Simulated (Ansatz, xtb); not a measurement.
Diatomic SeCl, multiplicity 2 (lowest of 2S+1 = 2, 4 at CCSD(T)/def2-TZVPP on PBE0 minima; our sources give no spin for the ground state, which may be another). No spin–orbit coupling. Se is treated without relativity.

Seven points along R, fitted to fifth degree in 1/R; most abundant isotopes. Runs in def2 and cc sets follow the lowest solution found near the PBE0 minimum.

Correlated levels freeze the inner cores; with def2 sets outer-core shells near the valence are correlated too. CBS(a, b) extrapolates the correlation energy as X⁻³ and adds the Hartree–Fock energy of set b.

Programs: Ansatz (Gaussian orbitals); xtb for the GFN methods.  The GFN methods have no spin term and hold the electronic entropy of 300 K.

```
level                                r_e (Å)  ω_e (cm⁻¹)  ω_e x_e (cm⁻¹)  dipole (D)
-----------------------------------  -------  ----------  --------------  ----------
GFN2-xTB                               2.111         403            0.90           -
PBE/def2-TZVPP                         2.143         435             1.5        0.47
PBE0/def2-TZVPP                        2.120         458             1.5        0.61
CCSD/def2-TZVPP                        2.132         [?]             1.6           -
CCSD/def2-QZVPP                        2.119         458             1.5           -
CCSD(T)/def2-TZVPP                     2.137         444             1.6           -
CCSD(T)/def2-QZVPP                     2.124         450             1.6           -
CCSD(T)/CBS(def2-TZVPP, def2-QZVPP)      [?]         [?]             1.6           -
```

### Question
Fill in the missing entries.

### Answer

- CCSD(T)/CBS(def2-TZVPP, def2-QZVPP), r_e (Å): 2.117
- CCSD(T)/CBS(def2-TZVPP, def2-QZVPP), ω_e (cm⁻¹): 453
- CCSD/def2-TZVPP, ω_e (cm⁻¹): 451

Ansatz is a quantum-chemistry and plane-wave program.
